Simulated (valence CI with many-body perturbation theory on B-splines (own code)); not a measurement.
## Ga XXVII: calculated level list

Level of theory: relativistic CI+MBPT: three valence electrons over a frozen Dirac-Fock core [He], a basis of 11 s, 11 p, 10 d, 8 f, 5 g, 2 h functions for each j, with the one-electron correlation potential Σ1, the two-electron term Σ2, the three-electron term Σ3, Breit, model QED; selected CI, second order for the rest, scaled by the run's own slope (own B-spline code, finite nucleus).

No measured spectrum was set against this ion. As an estimate, large intervals hold to a few tenths of a per cent, small ones and those within an open d or f shell to about a per cent.

Levels 91 to 135 of 207, with energies above the lowest level, (2s^2 2p1/2) J=1/2. "Leading %" is the weight of the configuration and term that name the level; weights of strongly mixed levels are sums over their largest components and can fall short. In the jj column 3d3/2^4 stands for four electrons in 3d with j = 3/2.

```csv
No.,Configuration,Term,J,E (eV),Leading %,g,Second component,Leading jj
91,2p2.3d,4F,5/2,1733.0,46,0.993,43 % 2p2.3d 2F,2p1/2 2p3/2 3d3/2 (90 %)
92,2p2.3d,4F,7/2,1733.6,69,1.273,26 % 2p2.3d 4D,2p1/2 2p3/2 3d5/2 (90 %)
93,2p2.3d,4D,1/2,1733.9,82,0.185,14 % 2p2.3d 2P,2p1/2 2p3/2 3d3/2 (99 %)
94,2p2.3p,2P°,1/2,1734.6,75,0.815,14 % 2p2.3p 2S°,2p1/2 2p3/2 3p3/2 (72 %)
95,2p2.3d,2F,7/2,1738.8,43,1.191,28 % 2p2.3d 4D,2p1/2 2p3/2 3d3/2 (67 %)
96,2p2.3d,2F,5/2,1740.0,41,1.208,35 % 2p2.3d 4P,2p1/2 2p3/2 3d5/2 (89 %)
97,2p2.3d,4D,3/2,1740.1,45,1.235,29 % 2p2.3d 2P,2p1/2 2p3/2 3d5/2 (84 %)
98,2p2.3d,4F,9/2,1741.1,65,1.252,35 % 2p2.3d 2G,2p1/2 2p3/2 3d5/2 (90 %)
99,2p2.3d,4D,5/2,1747.0,35,1.339,29 % 2p2.3d 2D,2p1/2 2p3/2 3d3/2 (46 %)
100,2p2.3p,2D°,3/2,1748.2,41,1.258,24 % 2p2.3p 2P°,2p3/2^2 3p1/2 (84 %)
101,2p2.3p,2D°,5/2,1749.0,52,1.185,27 % 2p2.3p 2F°,2p3/2^2 3p3/2 (89 %)
102,2p2.3d,4P,3/2,1749.0,58,1.477,19 % 2p2.3d 2P,2p1/2 2p3/2 3d3/2 (77 %)
103,2p2.3s,2S,1/2,1749.2,32,2.055,28 % 2p2.3d 4P,2p3/2^2 3s (36 %)
104,2p2.3p,2F°,7/2,1750.6,62,1.244,36 % 2p2.3p 4D°,2p3/2^2 3p3/2 (90 %)
105,2p2.3p,2D°,5/2,1750.8,71,1.200,12 % 2p2.3p 2F°,2p3/2^2 3p1/2 (77 %)
106,2p2.3d,4P,1/2,1751.7,40,1.878,28 % 2p2.3s 2S,2p1/2 2p3/2 3d3/2 (52 %)
107,2p2.3d,2G,7/2,1752.9,41,1.086,37 % 2p2.3d 2F,2p1/2 2p3/2 3d5/2 (66 %)
108,2p2.3p,2P°,1/2,1752.9,82,0.900,12 % 2p2.3p 2S°,2p3/2^2 3p3/2 (73 %)
109,2p2.3d,2D,5/2,1754.9,63,1.099,32 % 2p2.3d 2F,2p1/2 2p3/2 3d5/2 (52 %)
110,2p2.3d,2P,1/2,1754.9,62,1.017,21 % 2p2.3s 2S,2p1/2 2p3/2 3d5/2 (48 %)
111,2p2.3d,2D,3/2,1756.0,80,0.864,13 % 2p2.3d 2P,2p1/2 2p3/2 3d5/2 (87 %)
112,2p2.3p,2P°,3/2,1769.0,67,1.264,17 % 2p2.3p 2D°,2p3/2^2 3p3/2 (94 %)
113,2p2.3d,2F,7/2,1771.6,55,1.188,28 % 2p2.3d 4D,2p3/2^2 3d5/2 (93 %)
114,2p2.3d,2G,9/2,1773.9,65,1.185,35 % 2p2.3d 4F,2p3/2^2 3d5/2 (90 %)
115,2p2.3d,2D,3/2,1777.2,61,1.009,13 % 2p2.3d 4P,2p3/2^2 3d3/2 (87 %)
116,2p2.3d,2D,5/2,1777.4,43,1.191,20 % 2p2.3d 2F,2p3/2^2 3d3/2 (72 %)
117,2p2.3d,2P,1/2,1778.4,82,0.801,7 % 2p2.3d 4D,2p3/2^2 3d3/2 (40 %)
118,2p2.3p,2P°,1/2,1779.4,90,0.666,4 % 2p2.3p 4D°,2p3/2^2 3p1/2 (88 %)
119,2p2.3d,2F,7/2,1780.6,61,1.085,27 % 2p2.3d 2G,2p3/2^2 3d3/2 (88 %)
120,2p2.3p,2P°,3/2,1785.7,82,1.320,6 % 2p2.3p 2D°,2p3/2^2 3p3/2 (89 %)
121,2p2.3d,2S,1/2,1786.5,67,2.032,22 % 2p2.3d 4P,2p3/2^2 3d3/2 (44 %)
122,2p2.3d,2P,3/2,1788.6,70,1.283,12 % 2p2.3d 4P,2p3/2^2 3d5/2 (85 %)
123,2p2.3d,2D,5/2,1789.3,60,1.093,34 % 2p2.3d 2F,2p3/2^2 3d5/2 (80 %)
124,2p2.3d,2D,5/2,1810.1,83,1.188,6 % 2p2.3d 2F,2p3/2^2 3d5/2 (88 %)
125,2p2.3d,2D,3/2,1810.9,91,0.801,,2p3/2^2 3d3/2 (88 %)
126,2s2.4s,2S,1/2,2031.3,96,2.001,,2s^2 4s (96 %)
127,2s2.4p,2P°,1/2,2042.7,96,0.664,,2s^2 4p1/2 (96 %)
128,2s2.4p,2P°,3/2,2046.5,96,1.333,,2s^2 4p3/2 (96 %)
129,2s2.4d,2D,3/2,2055.7,96,0.798,,2s^2 4d3/2 (96 %)
130,2s2.4d,2D,5/2,2056.8,96,1.199,,2s^2 4d5/2 (96 %)
131,2s2.4f,2F°,5/2,2062.2,96,0.856,,2s^2 4f5/2 (96 %)
132,2s2.4f,2F°,7/2,2062.7,96,1.142,,2s^2 4f7/2 (96 %)
133,2s.2p.4s,4P°,1/2,2084.9,84,2.351,15 % 2s.2p.4s 2P°,2s 2p1/2 4s (99 %)
134,2s.2p.4s,4P°,3/2,2091.3,81,1.654,19 % 2s.2p.4s 2P°,2s 2p1/2 4s (86 %)
135,2s.2p.4s,2P°,1/2,2094.1,86,0.934,14 % 2s.2p.4s 4P°,2s 2p1/2 4s (87 %)
```
